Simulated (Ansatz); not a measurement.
SnEt3(NMe2) (C8H21NSn), relaxed as a singlet with RKS r2SCAN-D4/def2-SVP in Ansatz, starting from the GFN2-xTB geometry. Force threshold 0.03 eV/Å.

In the def2 sets Sn takes a core potential; there is no spin–orbit coupling.

Start:

```tsv
atom	x (Å)	y (Å)	z (Å)
Sn1	0.1875	0.1564	-0.1892
C2	1.5172	1.8047	0.5188
C3	1.0130	2.4618	1.7883
H4	1.5823	2.5350	-0.2863
H5	2.5172	1.4039	0.6740
H6	1.6989	3.2497	2.0988
H7	0.0326	2.9056	1.6349
H8	0.9344	1.7359	2.5928
C9	1.0670	-0.9060	-1.9925
C10	0.1398	-1.9408	-2.5962
H11	1.9989	-1.3695	-1.6726
H12	1.3091	-0.1382	-2.7242
H13	0.6123	-2.4064	-3.4616
H14	-0.0945	-2.7236	-1.8784
H15	-0.7934	-1.4883	-2.9234
C16	-1.8693	0.9324	-0.5776
C17	-1.8807	2.0970	-1.5492
H18	-2.2867	1.2360	0.3811
H19	-2.4840	0.1210	-0.9644
H20	-2.9015	2.4455	-1.7018
H21	-1.2922	2.9286	-1.1713
H22	-1.4749	1.8071	-2.5148
N23	-0.0298	-1.0502	1.5277
C24	-1.0799	-2.0404	1.5268
C25	1.1786	-1.6061	2.0851
H26	-0.8082	-2.9527	0.9791
H27	-1.9836	-1.6221	1.0895
H28	-1.2969	-2.3243	2.5603
H29	1.9686	-0.8589	2.0797
H30	0.9883	-1.8980	3.1213
H31	1.5299	-2.4953	1.5455
```

```
        step  energy (eV)  largest force component (eV/Å)  SCF passes
           1  -15948.1453                           1.092          21
           2  -15948.3276                           0.370          20
           3  -15948.3657                           0.172          20
4 (rejected)  -15948.3575                           0.287          19
           5  -15948.3739                           0.079          20
           6  -15948.3743                           0.051          20
           7  -15948.3750                           0.012          22
```

Force components are those of the run's own axes.

End:

```
atom    x (Å)    y (Å)    z (Å)
 Sn1   0.2117   0.1797  -0.2044
  C2   1.4883   1.7835   0.5114
  C3   0.9387   2.4210   1.7853
  H4   1.5897   2.5239  -0.3009
  H5   2.4970   1.3667   0.6744
  H6   1.6062   3.2105   2.1726
  H7  -0.0475   2.8846   1.6145
  H8   0.8049   1.6737   2.5844
  C9   1.0371  -0.8540  -1.9425
 C10   0.0921  -1.9090  -2.5124
 H11   1.9955  -1.3029  -1.6298
 H12   1.2841  -0.0874  -2.6978
 H13   0.5251  -2.4205  -3.3901
 H14  -0.1457  -2.6883  -1.7694
 H15  -0.8660  -1.4695  -2.8372
 C16  -1.8010   0.8938  -0.6009
 C17  -1.8241   2.0824  -1.5605
 H18  -2.2440   1.1580   0.3745
 H19  -2.3954   0.0540  -0.9992
 H20  -2.8512   2.4418  -1.7466
 H21  -1.2501   2.9384  -1.1676
 H22  -1.3911   1.8274  -2.5427
 N23   0.0343  -1.0736   1.4328
 C24  -1.0769  -1.9904   1.5118
 C25   1.2393  -1.6126   2.0141
 H26  -0.9029  -2.9647   0.9956
 H27  -1.9877  -1.5449   1.0781
 H28  -1.3101  -2.2371   2.5691
 H29   2.0578  -0.8733   1.9801
 H30   1.0826  -1.8683   3.0830
 H31   1.6095  -2.5428   1.5203
```

By distances, no bond broke or formed. The bond that changes most is Sn1–C9, from 2.27 to 2.18 Å (atoms count from 1).

No frequencies were taken in this run, so the end may be a saddle point.

Hardware: 4 threads of Intel Xeon on a shared host. Wall time 99 s.
